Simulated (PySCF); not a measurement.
PySCF input for C2H8N2Si, SMILES C=C[SiH](N)N, PBE-D3(BJ)/def2-SVP. Coordinates come from a PBE-D3(BJ)/def2-SVP optimisation. Other conformers were not sampled.

```python
import numpy as np
from pyscf import gto, scf, dft, df
from pyscf.hessian import thermo

mol = gto.M(
    atom='''
    Si    0.38185861    0.33756688   -0.37812081
    N     1.22578917   -0.91268746   -1.25016781
    N     1.09292199    0.75676097    1.16301907
    C    -1.38752496   -0.29285009   -0.22528267
    C    -2.06588805   -0.24028118    0.93861591
    H     0.44505749    1.62842951   -1.15088342
    H     0.94402497   -1.88350246   -1.09544635
    H     2.24144251   -0.84857331   -1.35728731
    H     1.09764407    0.08861625    1.93770217
    H     1.01216866    1.71537013    1.50941300
    H    -1.89904811   -0.71375473   -1.11226271
    H    -3.10434654   -0.60029890    1.04620016
    H    -1.59346375    0.17805046    1.84629759
    ''',
    basis='def2-SVP',
    charge=0,
    spin=0,
    max_memory=1600,
    verbose=3,
)
mf = dft.RKS(mol, xc='pbe').density_fit(auxbasis='def2-universal-jkfit')
mf.disp = 'd3bj'
mf.grids.level = 3
mf.conv_tol = 1e-11
mf.max_cycle = 100
mf.kernel()

# analytic Hessian; the response equations are solved on a coarser grid
h, args, fine = mf.Hessian(), (mf.mo_energy, mf.mo_coeff, mf.mo_occ), mf.grids
h.max_memory = max(150, 2.5e-5 * df.make_auxmol(mol, mf.with_df.auxbasis).nao * mol.nelec[0] * (mol.nelec[0] + mol.nao))  # MB; small integral blocks
h1ao = h.make_h1(mf.mo_coeff, mf.mo_occ)
mf.grids = dft.Grids(mol).set(level=1).build(with_non0tab=True)
mo1, mo_e1 = h.solve_mo1(*args, h1ao)
mf.grids = fine
hess = h.hess_elec(*args, mo1, mo_e1, h1ao) + h.hess_nuc()
if mf.do_disp():
    hess += h.get_dispersion()
for i in range(mol.natm):  # the analytic DFT Hessian lacks the response of the grid: restore translational invariance
    hess[i, i] -= hess[i].sum(axis=0)
hess = (hess + hess.transpose(1, 0, 3, 2)) / 2
vib = thermo.harmonic_analysis(mol, hess, imaginary_freq=False)
thermo.dump_normal_mode(mol, vib)
th = thermo.thermo(mf, vib['freq_au'][vib['freq_au'] > 0], 298.15, 101325)
thermo.dump_thermo(mol, th)
g0 = mf.nuc_grad_method().set(verbose=0).kernel()

# dipole derivatives [dipole axis, atom, xyz] from the same response
r, irp = mol.intor('int1e_r'), mol.intor('int1e_irp').reshape(3, 3, mol.nao, mol.nao)
sl, dm0, ok = mol.aoslice_by_atom(), np.array(mf.make_rdm1()), []
dmu = np.einsum('a,xt->xat', mol.atom_charges(), np.eye(3))
for a, (_, _, p0, p1) in enumerate(sl):
    dmu[:, a] += 2 * np.einsum('xtij,ij->xt', irp[:, :, :, p0:p1], dm0.reshape(-1, mol.nao, mol.nao).sum(0)[:, p0:p1])
    for u, c, occ, f in [(mo1, mf.mo_coeff, mf.mo_occ, 4)]:
        dmu[:, a] -= f * np.einsum('tui,xuv,vi->xt', u[a], r, c[:, occ > 0], optimize=True)
L = vib['norm_mode']
ir = 974.8801 * (np.einsum('xat,kat->kx', dmu, L) ** 2).sum(1)       # km/mol
apt = np.einsum('xax->a', dmu) / 3
print('mode   freq/cm-1   IR/(km/mol)')
for k, w in enumerate(vib['freq_wavenumber']):
    print(f'{k + 1:4d} {w:11.2f} {ir[k]:13.3f}')
print('max |gradient| / (hartree/bohr):', abs(g0).max())
print('APT charges:', apt.round(4))
```

It prints:

```
converged SCF energy = -479.432882325335

WARN: DFTD3 does not support analytical Hessian, using finite difference


WARN: Mole.unit (angstrom) is changed to Bohr

Mode                                 0                   1                   2
Irrep
Freq [cm^-1]                       83.6745            163.0435            174.3879
Reduced mass [au]                   2.3443              2.5013              1.8701
Force const [Dyne/A]                0.0097              0.0392              0.0335
Char temp [K]                     120.3889            234.5832            250.9054
Normal mode                   x     y     z       x     y     z       x     y     z
       0  Si                -0.00  0.03 -0.01    0.02 -0.01 -0.03   -0.04 -0.02 -0.03
       1   N                -0.03 -0.05  0.09    0.01 -0.02 -0.04    0.11  0.04  0.05
       2   N                 0.03  0.03 -0.03   -0.15 -0.02  0.05   -0.00 -0.05 -0.03
       3   C                -0.04  0.11 -0.05    0.00  0.05 -0.01   -0.05 -0.01 -0.01
       4   C                 0.04 -0.12  0.01    0.11  0.01  0.05    0.03  0.07  0.04
       5   H                 0.04  0.00 -0.05    0.15 -0.04 -0.06   -0.15  0.00 -0.00
       6   H                -0.14 -0.03  0.05    0.17 -0.04  0.20    0.08  0.02 -0.13
       7   H                -0.02 -0.14  0.14   -0.01  0.09 -0.15    0.13  0.07  0.21
       8   H                 0.11 -0.02 -0.07   -0.33  0.03  0.09    0.19 -0.21 -0.17
       9   H                -0.11 -0.00  0.04   -0.06  0.01 -0.02   -0.37 -0.16  0.18
      10   H                -0.11  0.33 -0.11   -0.08  0.10  0.01   -0.15  0.05  0.02
      11   H                 0.03 -0.11 -0.01    0.11  0.03  0.14    0.01  0.17  0.12
      12   H                 0.11 -0.34  0.07    0.21 -0.03  0.02    0.14  0.03  0.00
Mode                                 3                   4                   5
Irrep
Freq [cm^-1]                      203.4430            270.0093            299.6134
Reduced mass [au]                   1.3005              1.4878              1.3844
Force const [Dyne/A]                0.0317              0.0639              0.0732
Char temp [K]                     292.7091            388.4832            431.0770
Normal mode                   x     y     z       x     y     z       x     y     z
       0  Si                -0.00  0.04 -0.02    0.01  0.06 -0.02   -0.03  0.05 -0.04
       1   N                -0.02  0.00  0.03   -0.08 -0.03  0.03    0.02  0.01  0.02
       2   N                -0.06 -0.03  0.01    0.02 -0.02  0.02    0.03 -0.08 -0.03
       3   C                 0.03 -0.04 -0.02    0.05 -0.05 -0.01   -0.02  0.01  0.01
       4   C                 0.08  0.01  0.00    0.03  0.01 -0.02   -0.02 -0.02  0.01
       5   H                 0.00  0.09  0.07    0.04  0.03 -0.05    0.04  0.02 -0.07
       6   H                -0.43  0.06 -0.41   -0.05 -0.00  0.28    0.22  0.01  0.48
       7   H                 0.03 -0.31  0.35   -0.11 -0.05 -0.18    0.06  0.11  0.37
       8   H                -0.08 -0.00  0.03    0.02 -0.22 -0.15   -0.18 -0.08 -0.03
       9   H                 0.25  0.02 -0.05   -0.44 -0.15  0.29    0.43 -0.05 -0.05
      10   H                 0.03 -0.18  0.04    0.13 -0.24  0.04    0.03 -0.10  0.04
      11   H                 0.12 -0.08  0.09    0.09 -0.13  0.02    0.02 -0.14  0.02
      12   H                 0.09  0.14 -0.06   -0.03  0.19 -0.07   -0.08  0.08  0.00
Mode                                 6                   7                   8
Irrep
Freq [cm^-1]                      328.5321            392.2821            412.4441
Reduced mass [au]                   1.2253              2.3997              1.7391
Force const [Dyne/A]                0.0779              0.2176              0.1743
Char temp [K]                     472.6845            564.4066            593.4153
Normal mode                   x     y     z       x     y     z       x     y     z
       0  Si                 0.02 -0.00 -0.02   -0.04 -0.03  0.06   -0.04  0.00  0.01
       1   N                 0.02  0.00 -0.04   -0.05  0.02 -0.06    0.00  0.02  0.12
       2   N                 0.07  0.00 -0.01    0.07  0.03  0.02    0.08 -0.03 -0.02
       3   C                 0.00  0.02  0.05   -0.02 -0.04 -0.10   -0.03 -0.01 -0.06
       4   C                -0.05 -0.02  0.03    0.09  0.02 -0.05    0.04  0.00 -0.02
       5   H                 0.03 -0.00 -0.02   -0.06 -0.00  0.10    0.03  0.01  0.02
       6   H                -0.10  0.02 -0.14    0.02  0.04  0.27    0.08 -0.04 -0.24
       7   H                 0.06 -0.10  0.23    0.00  0.00  0.36   -0.08  0.19 -0.47
       8   H                -0.69  0.08  0.08   -0.06  0.14  0.12   -0.37  0.06  0.07
       9   H                -0.44 -0.01 -0.05   -0.13  0.06 -0.08    0.13  0.01 -0.11
      10   H                 0.00  0.01  0.05   -0.04 -0.01 -0.10   -0.03 -0.06 -0.04
      11   H                -0.04 -0.05 -0.03    0.08  0.10  0.10    0.06 -0.02  0.09
[...]
       1   N                 0.00 -0.00  0.00   -0.01  0.01  0.00   -0.05  0.07  0.02
       2   N                -0.00  0.00  0.00   -0.01 -0.02 -0.08    0.00  0.01  0.02
       3   C                 0.07  0.01 -0.08   -0.00 -0.00  0.00    0.00  0.00  0.00
       4   C                -0.01 -0.00 -0.01    0.00  0.00 -0.00   -0.00 -0.00  0.00
       5   H                 0.01 -0.00  0.00   -0.02 -0.01  0.01   -0.00  0.01  0.02
       6   H                -0.00  0.00  0.00    0.15 -0.04 -0.04    0.61 -0.17 -0.12
       7   H                -0.00 -0.00 -0.00    0.00 -0.15  0.00    0.01 -0.65  0.00
       8   H                 0.01  0.00  0.01    0.02  0.51  0.40   -0.00 -0.12 -0.09
       9   H                 0.01 -0.00  0.01    0.06 -0.24  0.60   -0.01  0.06 -0.14
      10   H                -0.09 -0.03  0.03    0.00  0.00 -0.00   -0.00  0.00  0.00
      11   H                -0.02  0.17  0.65    0.00 -0.00 -0.00   -0.00  0.00  0.01
      12   H                -0.52 -0.11  0.32   -0.00  0.00  0.00    0.00  0.00 -0.00
Mode                                24                  25                  26
Irrep
Freq [cm^-1]                     1618.8635           2152.0382           3035.7298
Reduced mass [au]                   5.1073              1.0401              1.0576
Force const [Dyne/A]                7.8861              2.8380              5.7423
Char temp [K]                    2329.1842           3096.3038           4367.7392
Normal mode                   x     y     z       x     y     z       x     y     z
       0  Si                -0.01 -0.00  0.00   -0.00 -0.03  0.02    0.00  0.00  0.00
       1   N                -0.00 -0.00 -0.00   -0.00  0.00 -0.00   -0.00 -0.00  0.00
       2   N                 0.00  0.00 -0.00   -0.00 -0.00  0.00   -0.00 -0.00 -0.00
       3   C                 0.11  0.00 -0.15    0.00 -0.00  0.00    0.01  0.01  0.01
       4   C                -0.10  0.01  0.16   -0.00 -0.00 -0.00   -0.03  0.00  0.06
       5   H                -0.01 -0.01 -0.01    0.04  0.84 -0.51   -0.00 -0.00  0.00
       6   H                 0.00 -0.00 -0.00    0.01 -0.00  0.00    0.00  0.00  0.00
       7   H                -0.00  0.01  0.00   -0.00 -0.01  0.00   -0.00  0.00 -0.00
       8   H                -0.01  0.00  0.00    0.00  0.01  0.01    0.00  0.00 -0.00
       9   H                 0.00 -0.00  0.01    0.00 -0.00  0.01    0.00 -0.00 -0.00
      10   H                -0.11 -0.05 -0.03   -0.00 -0.00  0.01   -0.12 -0.10 -0.20
      11   H                -0.12 -0.09 -0.16    0.00  0.00  0.00    0.60  0.21 -0.05
      12   H                 0.23  0.08 -0.02    0.00 -0.00 -0.00   -0.30 -0.26 -0.56
Mode                                27                  28                  29
Irrep
Freq [cm^-1]                     3059.6217           3129.5535           3485.8203
Reduced mass [au]                   1.0913              1.1163              1.0500
Force const [Dyne/A]                6.0191              6.4417              7.5170
Char temp [K]                    4402.1144           4502.7307           5015.3193
Normal mode                   x     y     z       x     y     z       x     y     z
       0  Si                -0.00 -0.00  0.00    0.00  0.00 -0.00    0.00 -0.00 -0.00
       1   N                 0.00  0.00 -0.00    0.00 -0.00  0.00   -0.03  0.03  0.00
       2   N                -0.00 -0.00 -0.00   -0.00  0.00  0.00    0.00 -0.01 -0.03
       3   C                 0.03  0.03  0.07   -0.00 -0.00 -0.01    0.00  0.00  0.00
       4   C                 0.00 -0.01 -0.02   -0.08 -0.04 -0.03   -0.00 -0.00 -0.00
       5   H                 0.00  0.00 -0.00   -0.00 -0.00  0.00   -0.00 -0.00  0.00
       6   H                 0.00 -0.00  0.00   -0.00  0.00 -0.00   -0.16 -0.48  0.07
       7   H                -0.00 -0.00 -0.00   -0.00  0.00  0.00    0.55  0.05 -0.07
       8   H                -0.00 -0.00  0.00    0.00 -0.00 -0.00    0.01 -0.30  0.33
       9   H                 0.00  0.00  0.00    0.00 -0.00 -0.00   -0.03  0.40  0.13
      10   H                -0.42 -0.35 -0.73    0.05  0.04  0.09    0.00  0.00 -0.00
      11   H                -0.07 -0.03  0.00    0.67  0.23 -0.07    0.00  0.00  0.00
      12   H                 0.11  0.10  0.22    0.25  0.23  0.50   -0.00 -0.00  0.00
Mode                                30                  31                  32
Irrep
Freq [cm^-1]                     3487.7218           3584.6723           3587.8016
Reduced mass [au]                   1.0497              1.0953              1.0957
Force const [Dyne/A]                7.5232              8.2923              8.3098
Char temp [K]                    5018.0552           5157.5453           5162.0476
Normal mode                   x     y     z       x     y     z       x     y     z
       0  Si                 0.00  0.00  0.00    0.00  0.00 -0.00    0.00 -0.00  0.00
       1   N                 0.02 -0.03 -0.00    0.06  0.05 -0.01   -0.00 -0.00  0.00
       2   N                 0.00 -0.01 -0.04    0.00 -0.00  0.00    0.00 -0.08  0.02
       3   C                -0.00 -0.00  0.00   -0.00 -0.00 -0.00    0.00  0.00  0.00
       4   C                 0.00  0.00  0.00    0.00  0.00  0.00   -0.00 -0.00 -0.00
       5   H                -0.00 -0.00 -0.00   -0.00 -0.00  0.00    0.00  0.00  0.00
       6   H                 0.13  0.39 -0.06   -0.19 -0.67  0.10    0.01  0.02 -0.00
       7   H                -0.45 -0.04  0.06   -0.64 -0.03  0.07    0.01  0.00 -0.00
       8   H                 0.01 -0.37  0.41   -0.00  0.01 -0.01   -0.01  0.42 -0.49
       9   H                -0.03  0.48  0.16   -0.00  0.01  0.01   -0.05  0.65  0.24
      10   H                 0.00  0.00  0.00    0.00  0.00  0.00    0.00  0.00  0.00
      11   H                 0.00  0.00  0.00   -0.00  0.00 -0.00    0.00 -0.00 -0.00
      12   H                -0.00 -0.00  0.00   -0.00 -0.00 -0.00    0.00  0.00  0.00
temperature 298.1500 [K]
pressure 101325.00 [Pa]
Rotational constants [GHz] 5.32593 2.99831 2.16719
Symmetry number 1
Zero-point energy (ZPE) 0.10018 [Eh]   263031.107 [J/mol]
                           tot       elec      trans        rot        vib
Entropy [J/mol/K]       358.292      0.000    164.612    111.429     82.252
Cv [J/mol/K]            122.270      0.000     12.472     12.472     97.327
Cp [J/mol/K]            130.585      0.000     20.786     12.472     97.327
Internal energy [J/mol]                      3718.434   3718.434 277226.411
Internal energy [Eh]   -479.32446  -479.43288
Enthalpy [J/mol]                             6197.391   3718.434 277226.411
Enthalpy [Eh]          -479.32352
Gibbs free energy [J/mol]                  -42881.668 -29504.022 252703.066
Gibbs free energy [Eh] -479.36420
mode   freq/cm-1   IR/(km/mol)
   1       83.67         2.429
   2      163.04         3.368
   3      174.39        12.466
   4      203.44         3.055
   5      270.01         8.537
   6      299.61        66.115
   7      328.53       157.935
   8      392.28        80.988
   9      412.44       105.574
  10      513.38        27.129
  11      625.49        10.987
  12      713.85        10.035
  13      735.83        20.417
  14      802.00        87.489
  15      853.88        35.105
  16      864.64       198.455
  17      910.32       115.556
  18      946.47        22.986
  19      965.54        43.742
  20     1016.32        12.042
  21     1223.71         1.437
  22     1359.14        15.104
  23     1484.25        28.035
  24     1491.29        47.222
  25     1618.86         5.127
  26     2152.04       152.110
  27     3035.73        22.127
  28     3059.62         6.205
  29     3129.55        12.552
  30     3485.82        10.545
  31     3487.72        14.075
  32     3584.67        17.078
  33     3587.80        16.513
max |gradient| / (hartree/bohr): 4.037478326715738e-05
APT charges: [ 1.5712 -0.7869 -0.7671 -0.3793 -0.0369 -0.3023  0.1645  0.1667  0.1687
  0.1484  0.006   0.0204  0.0267]
```

The calculation finished and met its thresholds.
